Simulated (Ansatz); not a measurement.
Ansatz (a program for electronic structure) input file for C₂H₇NSi₂, SMILES [SiH3][C@H]1N=C[SiH2]1, PBE/def2-SVPD. Coordinates come from a ωB97X-D3(BJ)/def2-SVP optimisation. The structure was generated by enumeration; whether it is a known compound was not checked.

Ansatz 0.2 input:
```yaml
crystal:
  periodic: [false, false, false]
  atoms:
    - {symbol: Si, position_ang: [1.73644236, 0.71635964, 0.29884904]}
    - {symbol: C, position_ang: [0.37838246, -0.58520774, 0.19116590]}
    - {symbol: N, position_ang: [-0.66789179, -0.35714622, 1.24103596]}
    - {symbol: C, position_ang: [-1.73339717, -0.07213879, 0.57579202]}
    - {symbol: Si, position_ang: [-0.97556204, -0.33384162, -1.12936794]}
    - {symbol: H, position_ang: [1.12242376, 2.06736172, 0.13873639]}
    - {symbol: H, position_ang: [2.45821323, 0.65456909, 1.60155038]}
    - {symbol: H, position_ang: [2.70899951, 0.49277920, -0.81310350]}
    - {symbol: H, position_ang: [0.82427346, -1.58961541, 0.28545770]}
    - {symbol: H, position_ang: [-2.67173763, 0.17951968, 1.08962249]}
    - {symbol: H, position_ang: [-1.42885827, -1.53268468, -1.89141097]}
    - {symbol: H, position_ang: [-0.86030795, 0.81692100, -2.07258702]}
basis:
  gaussian:
    orbitals: def2-SVPD
hamiltonian:
  xc: {name: PBE}
```

Log of the run:

```
WARN ansatz: RAYON_NUM_THREADS=1 ignored (pool sized by the plan → 1); use --threads N
Functional definition: PBE
integrals: 0.10 GiB planned
1417 factors; their error is unknown
mean field: 0.67 GiB planned
mean field evaluation 1: about -19403.1372 eV, gradient 5.5e1 eV
mean field evaluation 2: about -19368.7011 eV, gradient 1.2e2 eV
mean field evaluation 4: about -19410.3839 eV, gradient 2.0e1 eV
mean field evaluation 8: about -19411.2237 eV, gradient 2.2e-1 eV
mean field evaluation 16: about -19411.1601 eV, gradient 8.1e-4 eV
mean field -19411.16014274 eV, -713.3469778887 hartree, gradient 2.4e-5 eV, S^2 0.000000; 0 other end points of the search recorded, 0 dependent functions left out
reference -19411.16019313 eV, -713.3469797408 hartree; 27, 27 occupied and 137, 137 virtual orbitals, 1417 factors
Total energy: -19411.16019313 eV, -713.3469797408 hartree
```

The run converged.

Cost: around 4 core-seconds (rough).
